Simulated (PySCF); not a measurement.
Gas-phase reaction: ZrCl2(OH)2 + H + 3 Cl = ZrCl4.H2O + HOCl

Energies from PySCF, thermal terms from the rigid-rotor harmonic-oscillator model, ideal gas at 1 bar. † marks an energy on the PBE0/def2-TZVP geometry and frequencies; other levels use their own. MP2 freezes the core. Open shells (unrestricted): H (multiplicity 2), Cl (multiplicity 2); the rest are closed-shell singlets. Spin-orbit splitting is ignored; it lowers the true energy and changes the entropy of Cl. Zr: scalar-relativistic def2 core potential, no spin-orbit coupling. Adducts (ZrCl4.H2O) have no counterpoise correction, and HF, PBE, BLYP, B3LYP and PBE0 lack dispersion. ZrCl2(OH)2, ZrCl4.H2O: computed as isolated molecules; such fragments, hydroxides, amides, oligomers or adducts are transient or little studied in the gas. MP2 isn't extrapolated to the basis-set limit.

| level | ΔH°(298 K), kJ |
|---|---|
| BLYP/def2-TZVP† | … |
| M06-2X/def2-TZVP† | … |
| MP2/def2-SVP† | -608 |
| MP2/def2-TZVPP† | -699 |
| PBE/def2-TZVP† | -714 |
| PBE0/def2-TZVP | … |
| r2SCAN/def2-TZVP† | -702 |
| LDA/def2-TZVP† | -871 |
| ωB97M-V/def2-TZVP† | -704 |
| ωB97X-V/def2-TZVP† | … |

Task: What belongs in the gaps?

Result: 
- BLYP/def2-TZVP†, ΔH°(298 K), kJ: -650
- M06-2X/def2-TZVP†, ΔH°(298 K), kJ: -706
- PBE0/def2-TZVP, ΔH°(298 K), kJ: -687
- ωB97X-V/def2-TZVP†, ΔH°(298 K), kJ: -687
